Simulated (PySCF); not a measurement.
AlClH4O3Si. Atoms are numbered in the order given.

```xyz
10

Si     1.6535     0.1932    -0.6486
Cl     1.9413    -0.0751     1.4035
O      0.0471     0.3489    -0.9200
Al    -1.5039    -0.0445    -0.3250
O     -1.8757    -1.6777    -0.0879
O     -2.6633     1.1544    -0.0272
H      2.2171    -0.9937    -1.3373
H      2.3655     1.4340    -1.0408
H     -2.7199    -1.9921     0.2475
H     -2.5280     2.0987    -0.1428
```
Charge 0, spin multiplicity 1.

Geometry optimised at B3LYP-D3(BJ)/def2-SVP. The structure was generated by enumeration; whether it is a known compound was not checked. The values are those of a single conformer.

Computed with TDDFT-PBE/def2-SVPD run with PySCF.

Vertical excitations. Isolated molecule, no solvent.

Computed excitation energies, oscillator strengths and character:
```json
[
 {"state": "S1", "energy (eV)": "5.66", "λ (nm)": "219", "f": "0.004", "main pairs": "HOMO→LUMO 100 %"},
 {"state": "S2", "energy (eV)": "5.97", "λ (nm)": "208", "f": "0.000", "main pairs": "HOMO−1→LUMO 100 %"},
 {"state": "S3", "energy (eV)": "6.14", "λ (nm)": "202", "f": "0.011", "main pairs": "HOMO−2→LUMO 99 %"},
 {"state": "S4", "energy (eV)": "6.28", "λ (nm)": "197", "f": "0.026", "main pairs": "HOMO−3→LUMO 97 %"},
 {"state": "S5", "energy (eV)": "6.48", "λ (nm)": "191", "f": "0.055", "main pairs": "HOMO−4→LUMO 97 %"},
 {"state": "S6", "energy (eV)": "6.67", "λ (nm)": "186", "f": "0.030", "main pairs": "HOMO−5→LUMO 94 %"},
 {"state": "S7", "energy (eV)": "6.77", "λ (nm)": "183", "f": "0.053", "main pairs": "HOMO−6→LUMO 94 %"},
 {"state": "S8", "energy (eV)": "6.91", "λ (nm)": "180", "f": "0.010", "main pairs": "HOMO→LUMO+1 97 %"},
 {"state": "S9", "energy (eV)": "7.03", "λ (nm)": "176", "f": "0.026", "main pairs": "HOMO−7→LUMO 97 %"},
 {"state": "S10", "energy (eV)": "7.10", "λ (nm)": "175", "f": "0.002", "main pairs": "HOMO−1→LUMO+1 92 %"},
 {"state": "T1", "energy (eV)": "5.58", "λ (nm)": "222", "f": "0", "main pairs": "HOMO→LUMO 99 %"},
 {"state": "T2", "energy (eV)": "5.76", "λ (nm)": "215", "f": "0", "main pairs": "HOMO−1→LUMO 99 %"},
 {"state": "T3", "energy (eV)": "5.98", "λ (nm)": "207", "f": "0", "main pairs": "HOMO−2→LUMO 94 %"},
 {"state": "T4", "energy (eV)": "6.11", "λ (nm)": "203", "f": "0", "main pairs": "HOMO−3→LUMO 86 %"}
]
```
Triplets are in the Tamm–Dancoff approximation, which puts them higher than full response would, so one can lie above its singlet here.
